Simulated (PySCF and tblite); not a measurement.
Values are calculated unless marked as measured or tabulated.
2 diastereomers of C4H9FSi, numbered alike:

```json
{"isomer": "A", "SMILES": "[F:1][C@H:2]1[CH2:3][CH2:4][C@@H:5]1[SiH3:6]", "descriptors (one enantiomer)": "2S, 5S"}
{"isomer": "B", "SMILES": "[F:1][C@@H:2]1[CH2:3][CH2:4][C@@H:5]1[SiH3:6]", "descriptors (one enantiomer)": "2R, 5S"}
```

Each isomer is a Boltzmann average at 298.15 K over at most 6 conformers: GFN2-xTB geometries, energies B3LYP/pcSseg-1 (IEF-PCM, water) (D3(BJ) added where defined), GFN2-xTB thermal terms. Programs: PySCF with density fitting and tblite.

Question: Rank the isomers by free energy at 298.15 K.

Answer: 
```
isomer  ΔG (kcal/mol)  ΔE, lowest conformer  conformers  largest weight %  rms dipole (D)
     B            0.0                   0.0           1               100            2.49
     A            0.8                   1.0           1               100            1.99
```

ΔG is for one enantiomer.

Question: If they could interconvert freely, what would the mixture hold (chiral isomers as racemates)?

Answer: B 80 %, A 20 %. A racemate gains RT ln 2.
